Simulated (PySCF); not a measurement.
Work out the structure from these simulated measurements.

Formula: C6H3F3O.

| Item | Value |
| --- | --- |
| Valence photoelectron | vertical ionisation energy: 8.41 eV [ΔSCF CAM-B3LYP/def2-SVPD] |
| Couplings | largest of the computed one-bond spin–spin couplings (means over like bonds): 19F–13C -371.2, 19F–13C -367.9, 19F–13C -284.3, 13C–1H +214.8, 13C–1H +188.8, 13C–1H +186.0 Hz [B3LYP/pcJ-1, spin–dipole term left out for some pairs] |
| Dipole | 2.22 D [CAM-B3LYP/def2-SVPD] |
| Rotational structure | rotational constants A, B, C: 2.893, 0.929, 0.703 GHz [PBE0-D3(BJ)/def2-SVP] |
| Triplet | lowest triplet excitation (Tamm–Dancoff): 3.06 eV [TDA CAM-B3LYP/def2-SVPD] |
| 13C NMR | chemical shifts (computed TMS as zero) by class: 156.0 (1 C), 138.4 (1 C), 136.8 (1 C), 124.0 (1 C), 107.8 (1 C), 103.0 (1 C) ppm [GIAO KT2/pcSseg-1] |

Gas-phase values; electronic properties from PySCF, density fitting. Levels stand in brackets. One conformer (not necessarily the lowest) at the PBE0-D3(BJ)/def2-SVP geometry, without solvent, vibrations or thermal averaging. NMR values are class means; diastereotopic atoms form classes of their own.

Question: What is the compound? Reason from the data.

Answer: Numbering: `[F:1][C:2]([F:3])=[C:4]([F:5])[c:6]1[cH:7][cH:8][cH:9][o:10]1`. Its formula, C6H3F3O, gives 4 degrees of unsaturation: 1 ring and 3 π bonds in the structure found (Kekulé form). 6 carbons fall into 6 classes; from least to most shielded: =CF2 carbon [C2] (156.0 ppm), substituted aromatic carbon [C6] (138.4 ppm), aromatic CH next to a ring oxygen [C9] (136.8 ppm), vinylic C–F carbon [C4] (124.0 ppm), aromatic CH carbon [C8] (107.8 ppm), aromatic CH carbon [C7] (103.0 ppm). The couplings run between: -371.2 Hz, vinyl fluorine [F1] and =CF2 carbon [C2]; -367.9 Hz, vinyl fluorine [F3] and =CF2 carbon [C2]; -284.3 Hz, vinyl fluorine [F5] and vinylic C–F carbon [C4]; +214.8 Hz, aromatic CH next to a ring oxygen [C9] and its hydrogen; +188.8 Hz, aromatic CH carbon [C7] and its hydrogen; +186.0 Hz, aromatic CH carbon [C8] and its hydrogen. The first electron is taken from the HOMO, whose largest Löwdin shares are 0.17 on the aromatic CH next to a ring oxygen, 0.15 on the =CF2 carbon, 0.15 on the substituted aromatic carbon and 0.12 on an aromatic CH carbon. By its constants the optimised geometry is an asymmetric top. Structure: `FC(F)=C(F)c1ccco1`. Computed isomers that give other values at the same levels: `Oc1c(F)cc(F)cc1F` (rotational constant A: 1.769 GHz; this holds for the one conformer computed). The assignments are read from this structure; whether some other isomer fits the data as well wasn't checked.

Conformer computed: `[F:1][C:2]([F:3])=[C:4]([F:5])[c:6]1[cH:7][cH:8][cH:9][o:10]1`: C2–C4–C6–C7 179°.
